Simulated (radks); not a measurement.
Results of a calculation; reference values are marked as such.
Spherical quantum dot in the effective-mass picture: electrons in a well V = -V0 / (1 + exp((r - R)/a)) with V0 = 4.46, R = 6.43, a = 0.67, with a point charge +1 (a donor) at the centre, all in effective atomic units (hartree* = m*/eps^2 hartree, bohr* = eps/m* bohr), one dielectric constant everywhere. Level of theory: non-relativistic Kohn-Sham, r2SCAN, spin-polarised, spherical densities, generalised Kohn-Sham scheme (a radial shooting solver with Libxc functionals). Levels are named by radial order and angular momentum (1s, 1p, 1d, 2s, ...), and open shells are averaged over m. Results are scaled to m* = 0.151 and eps = 4.7, for which hartree* = 186 meV and bohr* = 1.647 nm. Each electron was tried in the lowest free levels, single moves between levels near the top were tried too, and the lowest total energy was kept; such a search can miss a lower state. The series stops at N = 18: beyond it a trial failed or the search could not be trusted, so later rows were left out. At N = 1 the Hartree and exchange-correlation terms need not cancel, so that row can carry a self-interaction error.

\begin{tabular}{lrrrrrr}
N & open shells & 2S & mu = E(N) - E(N-1) (meV) & addition energy mu(N+1) - mu(N) (meV) & e(HOMO) (meV) & rms radius (nm) \\ \hline
1 & 1s(up 1, down 0) & 1 & -921.01 & 98.74 & -881.25 & 2.714 \\
2 & none & 0 & -822.28 & 105.1 & -795.42 & 3.484 \\
3 & 1p(up 1, down 0) & 1 & -717.17 & 37.97 & -698.85 & 4.500 \\
4 & 1p(up 2, down 0) & 2 & -679.20 & 40.23 & -659.26 & 5.011 \\
5 & 1p(up 3, down 0) & 3 & -638.97 & 56.41 & -618.68 & 5.348 \\
6 & 1p(up 3, down 1) & 2 & -582.56 & 35.40 & -565.23 & 5.616 \\
7 & 1p(up 3, down 2) & 1 & -547.16 & 37.29 & -528.70 & 5.828 \\
8 & none & 0 & -509.87 & 58.31 & -490.98 & 6.003 \\
9 & 2s(up 1, down 0) & 1 & -451.56 & 47.96 & -431.74 & 6.148 \\
10 & 1d(up 1, down 0) 2s(up 1, down 0) & 2 & -403.60 & 35.73 & -385.76 & 6.306 \\
11 & 1d(up 2, down 0) 2s(up 1, down 0) & 3 & -367.87 & 35.77 & -349.97 & 6.443 \\
12 & 1d(up 3, down 0) 2s(up 1, down 0) & 4 & -332.09 & 35.70 & -314.22 & 6.564 \\
13 & 1d(up 4, down 0) 2s(up 1, down 0) & 5 & -296.39 & 35.58 & -278.58 & 6.672 \\
14 & 1d(up 5, down 0) 2s(up 1, down 0) & 6 & -260.81 & 48.55 & -243.06 & 6.771 \\
15 & 1d(up 5, down 1) 2s(up 1, down 0) & 5 & -212.26 & 33.32 & -195.70 & 6.867 \\
16 & 1d(up 5, down 2) 2s(up 1, down 0) & 4 & -178.94 & 33.78 & -162.10 & 6.953 \\
17 & 1d(up 5, down 3) 2s(up 1, down 0) & 3 & -145.15 & 33.98 & -128.18 & 7.032 \\
18 & 1d(up 5, down 4) 2s(up 1, down 0) & 2 & -111.17 & - & -94.155 & 7.106 \\
\end{tabular}

All shells are closed at N = 2, 8 (there: 1s2 1p6); the second difference of the energy has clear peaks (12 % above both neighbours; the first and last values, which can be the largest, are not judged, and half-filled shells can peak too) at N = 5, 8, 14.
